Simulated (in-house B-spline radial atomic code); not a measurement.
**The phosphorus ion P⁷⁺: [He] 2s2 2p4**

Method: non-relativistic CAM-B3LYP, spin-polarised, spherical fractional occupations, exact exchange averaged over the configuration, point nucleus. Calculated with a radial B-spline atomic code at the basis-set limit.

Screening seen three ways: the hydrogenic charge with the same mean radius, Z_r = [3n² - l(l+1)]/(2<r>), the one with the same energy, Z_e = n√(-2ε), and Slater's rules. Values are occupation-weighted means over spin.

```json
{"shell": "1s", "electrons": "2", "ε (eV)": "-2297.8", "<r> (bohr)": "0.1038", "Z_r": "14.46", "Z_e": "13.00", "Slater": "14.70"}
{"shell": "2s", "electrons": "2", "ε (eV)": "-342.57", "<r> (bohr)": "0.4908", "Z_r": "12.23", "Z_e": "10.04", "Slater": "11.55"}
{"shell": "2p", "electrons": "4", "ε (eV)": "-300.52", "<r> (bohr)": "0.4408", "Z_r": "11.34", "Z_e": "9.40", "Slater": "11.55"}
```

The least bound orbital is 2p down at -293.4 eV, while the most diffuse is 2s down (<r> = 0.4933 bohr against 0.445 bohr): energy order and size order differ.
